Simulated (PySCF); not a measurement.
Al(H)(NH2)(NMe2) (C2H9AlN2), SMILES C[N](C)[AlH][NH2].

Geometry optimised at TPSSh-D3(BJ)/def2-SVP. The structure was generated by enumeration; whether it is a known compound was not checked. One conformer was computed; it need not be the lowest.

The numbers are results of PBE0/def2-TZVP (PySCF), not measurements.

Symmetry labels are those of the subgroup Cs that the program uses (full group Cs).

List the valence orbital energies around the gap with their symmetry. (Estimate from the structure and the level; the computed values follow.)


```csv
orbital,symmetry,energy (eV)
HOMO−7,A',-12.29
HOMO−6,A',-11.53
HOMO−5,A",-10.68
HOMO−4,A',-10.17
HOMO−3,A',-9.45
HOMO−2,A',-8.66
HOMO−1,A",-7.37
HOMO,A",-6.10
LUMO,A",0.27
LUMO+1,A',0.51
LUMO+2,A',1.18
LUMO+3,A',1.81
```
